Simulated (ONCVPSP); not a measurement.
Before and after: ONCV potential for cobalt (Co)

- Element: cobalt (Co)
- Generator: ONCVPSP 4.0.1
- Type: optimised norm-conserving Vanderbilt (ONCV)
- Functional: PBE
- Relativity: scalar-relativistic
- Frozen core: [Ne]
- Valence charge: 17
- Reference configuration: 3s2 3p6 3d7 4s2
- Partial waves: 3s+4s: rc 1.25 bohr, ncon 4, nbas 9, qcut 12.7 1/bohr, 2 projectors; 3p: rc 1.05 bohr, ncon 4, nbas 9, qcut 14.3 1/bohr, 2 projectors, debl 0.8 Ha; 3d: rc 0.85 bohr, ncon 5, nbas 8, qcut 11.4 1/bohr, local
- Local potential: the d channel
- Core correction: none

In the p channel the program set the typed energies aside and used -2.412, 0.250 Ha.

All-electron outer shells of the reference configuration (PBE, scalar-relativistic, ld1.x):

| shell | level (eV) | outermost node (bohr) | outermost maximum (bohr) |
| --- | --- | --- | --- |
| 2p | -769.94 | – | 0.17 |
| 3s | -102.40 | 0.31 | 0.66 |
| 3p | -65.64 | 0.28 | 0.68 |
| 3d | -8.20 | – | 0.66 |
| 4s | -5.47 | 0.96 | 2.32 |

Change: all radii scaled by about 0.97 (s 1.20, p 1.02, d 0.82 bohr).

Cutoffs: the cutoffs (Ha) at which the residual kinetic energy of the hardest occupied pseudo-wave falls to 1 and 0.1 mHa per electron; they do not see the model core or the augmentation charge, which bear on the density cutoff. Errors are all-electron minus pseudo energies relative to the spin-unpolarised reference configuration.

**Question.** How do hardness, ghosts and transferability respond?

**Answer.** The potential gets neither clearly harder nor softer (290 Ha and 329 Ha → 314 Ha and 353 Ha); the bound ghost in p disappears; the lowest positive-energy flag moves from s at 100.9 eV to s at 1.2 eV; the number of tests with a reliable result goes from 4 to 3; of the 3 tests that both files solve, the error grows in 2 and shrinks in 1 by more than 15 % and 0.3 meV (median size 0.4 → 1.5 meV).

| quantity | base | changed |
| --- | --- | --- |
| cutoff, loose | 290 Ha | 314 Ha |
| cutoff, tight | 329 Ha | 353 Ha |
| loose cutoff by channel | s 46 Ha, p 35 Ha, d 290 Ha | s 48 Ha, p 36 Ha, d 314 Ha |
| bound ghosts | p | none |
| GHOST(+) flags under 300 eV | s at 100.9 eV | s at 1.2 eV |
| tests with a reliable result | 4 of 4 | 3 of 4 |
| error for 3s2 3p6 3d7 4s1, meV [ΔE 9.03 eV] | -0.4 | -1.5 |
| error for 3s2 3p6 3d7 4s0, meV [ΔE 25.82 eV] | 0.0 | -3.4 |
| error for 3s2 3p6 3d8 4s1, meV [ΔE -1.20 eV] | -2.1 | -0.8 |

 A true bound ghost makes a file unfit for plane-wave use even where its test errors are small: the radial tests pick states by their node count and pass the ghost by.
